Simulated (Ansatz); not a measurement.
Z-matrix (Å, degrees):
```
C
O 1 1.420
H 1 1.094 2 111.5
H 1 1.090 2 107.1 3 119.0
H 1 1.094 2 111.4 3 -122.2
Ge 2 1.742 1 120.7 3 60.9
F 6 1.721 2 108.4 1 -57.0
O 6 1.739 2 108.6 1 -177.0
Cl 6 2.112 2 113.6 1 60.3
H 8 0.962 6 111.7 2 23.4
```

Charge 0, multiplicity 1.

Problem. List the PBE0/def2-TZVPP orbital energies in eV (the Gaussian-basis code of Ansatz). (An estimate is asked.)

Solution. Computed: Occupied: -10862.14, -2767.90, -1360.20, -1210.04, -1210.02, -1210.01, -673.71, -523.52, -523.49, -279.82, -259.74, -198.04, -197.88, -197.87, -173.14, -122.98, -122.94, -122.91, -36.19, -35.98, -35.89, -35.74, -35.73, -32.41, -28.90, -28.31, -23.47, -19.65, -16.35, -14.61, -13.68, -13.28, -13.04, -12.46, -11.93, -11.60, -10.95, -10.17, -9.96, -9.68, -9.48, -8.90. Lowest empty: -0.79, 1.06, 1.61, 1.71, 2.00, 2.85, 3.37, 3.41.
